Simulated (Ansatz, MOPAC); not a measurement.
Molecule: BaF, net charge 0, doublet state. SMILES: [F][Ba]

Atoms: Ba1, F2. Bonds: Ba1-F2.

Bond lengths (Å) and angles (degrees) optimised at PM6 with MOPAC; B3LYP/LANL2DZ with Ansatz (a first-principles code); B3LYP/6-31G* with LANL2DZ past Ar with Ansatz; MP2/6-31G* with LANL2DZ past Ar with Ansatz, each started from the B3LYP-D3(BJ)/def2-TZVP structure (Ansatz) of the last column. A row stands for all coordinates that are equal there. 6-31G* holds six Cartesian d functions.

```tsv
coordinate	PM6	B3LYP/LANL2DZ	B3LYP/6-31G* with LANL2DZ past Ar	MP2/6-31G* with LANL2DZ past Ar	B3LYP-D3(BJ)/def2-TZVP
Ba1-F2	2.316	2.373	2.293	2.310	2.168
```

Mean signed difference of all 1 bond lengths from B3LYP-D3(BJ)/def2-TZVP: PM6 0.147 Å, B3LYP/LANL2DZ 0.205 Å, B3LYP/6-31G* with LANL2DZ past Ar 0.125 Å, MP2/6-31G* with LANL2DZ past Ar 0.142 Å.
